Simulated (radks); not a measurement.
Values are calculated unless marked as measured or tabulated.
The molybdenum ion Mo+ is in [Kr] 4d(3/2: 4, 5/2: 1). Level of theory: Dirac Kohn-Sham, relativistic LDA (MacDonald-Vosko exchange, VWN5 correlation), spin-unpolarised, spherical densities, finite nucleus; Fermi nuclear charge, rms radius of each element as measured or else 0.836 A^(1/3) + 0.57 fm (a radial shooting solver on a logarithmic mesh with Libxc functionals). Sub-shells are occupied by j as written (lower j first in brackets). One electron is removed from 4p3/2, 4d3/2, 4p1/2, 4d5/2 in turn, with full relaxation. Which removal costs least, and what does each cost?

Answer. 4d5/2 15.541 eV; 4d3/2 15.792 eV; 4p3/2 50.843 eV; 4p1/2 53.441 eV. The 4d5/2 electron leaves first.
